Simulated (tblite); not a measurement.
Input of a run (GFN2-xTB geometry optimisation, gas phase (tblite 0.8.0)), started from a force field or distance geometry:
```
{"job": {"kind": "relax", "xc": "GFN2-xTB", "basis": "xTB"}, "charge": 1, "multiplicity": 2}
N     -3.282700    -0.302600     1.213300
C     -2.342700    -0.711300     0.322100
O     -2.521800    -1.684600    -0.392600
C     -1.075400     0.122400     0.337300
C     -0.029100    -0.437500    -0.610800
C      1.206100     0.405000    -0.627400
C      2.348300     0.039400     0.168300
C      3.586700     0.845600     0.214700
O      4.531900     0.522200     0.920600
H     -3.174400     0.488100     1.837500
H     -4.162700    -0.820200     1.246600
H     -0.686000     0.123800     1.371800
H     -1.345400     1.145800     0.086300
H      0.216800    -1.476200    -0.365900
H     -0.438200    -0.449500    -1.634800
H      1.227900     1.321100    -1.196500
H      2.339500    -0.857600     0.782800
H      3.592500     1.732300    -0.429900
```

Output (eV, eV/Å):
```
step      E/eV     max force
  0    -760.18176    4.218
  1    -760.46926    2.481
  2    -760.52471    1.339
  3    -760.54351    0.735
  4    -760.55420    0.235
  5    -760.55911    0.166
  6    -760.56221    0.155
  7    -760.56517    0.161
  8    -760.56780    0.121
  9    -760.56959    0.091
 10    -760.57072    0.075
 11    -760.57172    0.087
 12    -760.57286    0.095
 13    -760.57382    0.082
 14    -760.57470    0.078
 15    -760.57551    0.065
 16    -760.57619    0.063
 17    -760.57662    0.050
 18    -760.57689    0.033
 19    -760.57712    0.038
 20    -760.57737    0.037
 21    -760.57766    0.045
 22    -760.57799    0.052
 23    -760.57840    0.057
 24    -760.57884    0.049
 25    -760.57933    0.060
 26    -760.57995    0.069
 27    -760.58085    0.072
 28    -760.58215    0.121
 29    -760.58372    0.135
 30    -760.58528    0.102
 31    -760.58668    0.099
 32    -760.58802    0.088
 33    -760.58950    0.094
 34    -760.59093    0.101
 35    -760.59207    0.105
 36    -760.59269    0.172
 37    -760.59422    0.094
 38    -760.59565    0.074
 39    -760.59724    0.075
 40    -760.59855    0.101
 41    -760.59972    0.122
 42    -760.60125    0.102
 43    -760.60235    0.074
 44    -760.60305    0.074
 45    -760.60377    0.074
 46    -760.60459    0.076
 47    -760.60509    0.096
 48    -760.60580    0.056
 49    -760.60623    0.055
 50    -760.60670    0.065
 51    -760.60732    0.067
 52    -760.60804    0.072
 53    -760.60869    0.054
 54    -760.60927    0.057
 55    -760.60983    0.065
 56    -760.61038    0.065
 57    -760.61084    0.048
 58    -760.61119    0.046
 59    -760.61152    0.046
 60    -760.61184    0.063
 61    -760.61212    0.053
 62    -760.61237    0.034
 63    -760.61265    0.038
 64    -760.61303    0.046
 65    -760.61350    0.057
 66    -760.61396    0.064
 67    -760.61437    0.063
 68    -760.61484    0.056
 69    -760.61548    0.073
 70    -760.61626    0.083
 71    -760.61700    0.079
 72    -760.61761    0.063
 73    -760.61816    0.059
 74    -760.61864    0.057
 75    -760.61897    0.043
 76    -760.61912    0.035
 77    -760.61922    0.029
 78    -760.61932    0.024
 79    -760.61948    0.016
 80    -760.61954    0.014
 81    -760.61959    0.016
 82    -760.61962    0.016
 83    -760.61965    0.011
 84    -760.61966    0.009
```

Task: Summarise the run.

Result: The energy falls by 42.3 kJ/mol over 84 L-BFGS steps, the largest force on an atom goes from 4.22 to 0.009 eV/Å, and the atoms move by 0.421 Å rms after alignment. The bond that changes most is C6–C7 (both ends carbon bonded to 2 C and H), which shortens by 0.105 Å. Bonds longer at the end by more than 0.005 Å: 3 of 17; shorter: 10. Among the angles that change most is C7–C8–O9, from 121.4° to 126.2°. Among the dihedrals that turn most is H14–C5–C6–C7, from -27° to 14°. The energy never rose by more than 1e-5 eV on the way. The first step brought 66 % of the lowering.

Task: What are the final bond lengths?

Result: N1–C2 1.328 Å, C2=O3 1.206 Å, C2–C4 1.553 Å, C4–C5 1.522 Å, C5–C6 1.490 Å, C6–C7 1.334 Å, C7–C8 1.462 Å, C8=O9 1.189 Å, N1–H10 1.007 Å, N1–H11 1.011 Å, C4–H12 1.092 Å, C4–H13 1.093 Å, C5–H14 1.091 Å, C5–H15 1.097 Å, C6–H16 1.083 Å, C7–H17 1.083 Å, C8–H18 1.113 Å. Numbering counts from 1 in the input's order; the species is `NC(=O)CC[CH+][CH]C=O` [radical].

GFN2-xTB frequencies show an imaginary mode (28i cm⁻¹), so the point is no minimum at that level. 3 starts were optimised and ended at 0.00, 0.97 and -23.73 kcal/mol (GFN2-xTB); the lowest of these is shown.

One conformer stands for the species.

The numbers are calculated, not measured.
